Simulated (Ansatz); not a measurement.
Frontier orbitals of CH7ClOSi2, SMILES `CO[SiH2][SiH2]Cl`.

Z-matrix (Å, degrees):
```
C
O 1 1.411
H 1 1.091 2 108.3
H 1 1.096 2 111.3 3 -119.3
H 1 1.096 2 111.3 3 119.3
Si 2 1.645 1 122.8 3 -180.0
Si 6 2.339 2 106.7 1 -179.9
H 6 1.492 2 111.1 1 -59.6
H 6 1.492 2 111.1 1 59.8
Cl 7 2.068 6 106.4 2 179.7
H 7 1.484 6 112.7 2 61.7
H 7 1.484 6 112.7 2 -62.2
```

Charge 0, multiplicity 1. All single points use the PBE0-D4/def2-TZVP geometry. It is one conformer, not always the lowest. Basis def2-TZVPP, Ansatz.

```json
{"functional": "r2SCAN", "HOMO (eV)": "-7.12", "LUMO (eV)": "-1.37"}
```

Problem. Give HOMO and LUMO (eV) with LDA (SPW92), PBE, revPBE, BLYP, B97M-V, PBE0, B3LYP, r2SCANh, r2SCAN0, HSE06 (plane-wave form), BHLYP, CAM-B3LYP, LC-ωPBE, ωB97X-V, ωB97M-V, HF. (An estimate is asked.)

Solution. Ansatz gave: 
```tsv
functional	HOMO	LUMO
LDA (SPW92)	-6.92	-1.93
PBE	-6.84	-1.67
revPBE	-6.80	-1.55
BLYP	-6.71	-1.47
B97M-V	-7.25	-1.54
PBE0	-8.04	-0.79
B3LYP	-7.83	-0.95
r2SCANh	-7.56	-1.07
r2SCAN0	-8.22	-0.62
HSE06 (plane-wave form)	-7.64	-1.17
BHLYP	-9.14	0.19
CAM-B3LYP	-9.33	0.30
LC-ωPBE	-10.64	1.43
ωB97X-V	-10.32	1.29
ωB97M-V	-10.09	1.00
HF	-10.84	2.50
```

B3LYP here is the variant with VWN-RPA as its local correlation; programs differ in this. LC-ωPBE has ω = 0.4 bohr⁻¹. Positive LUMOs are unbound and depend on the basis.
